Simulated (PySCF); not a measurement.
Method: B3LYP-D3(BJ)/def2-TZVP (PySCF). Isolated molecules, 0 K electronic values unless said otherwise. One relaxed conformer stands for a flexible species; it need not be the lowest. B3LYP has the VWN-RPA correlation part, as in Gaussian. Delta-SCF ions had no search for a lower state. Excitations are Tamm–Dancoff values on a coarser integration grid. The basis has no diffuse functions, so Rydberg states are missing or too high.

Reference species (SMILES): `C[C@H]1[SiH2]O1` (neutral, multiplicity 1).

The brightest of the four lowest singlets (TDA) comes out as 5.79 eV and the HOMO–LUMO gap comes out as 6.46 eV. The vertical ionisation energy (Delta-SCF) is 9.56 eV and the LUMO is -0.69 eV.

Changed species: `C/C=[SiH]\O` (C–Si–O–H torsion 0°).

**Question.** Predict the effect on the brightest of the four lowest singlets (TDA), HOMO–LUMO gap, vertical ionisation energy (Delta-SCF) and LUMO.

**Answer.** the brightest of the four lowest singlets (TDA) falls by 0.30 eV, to 5.49 eV; the HOMO–LUMO gap falls by 1.21 eV, to 5.25 eV; the vertical ionisation energy (Delta-SCF) drops by 1.71 eV, to 7.85 eV; the LUMO rises by 0.35 eV, to -0.34 eV.
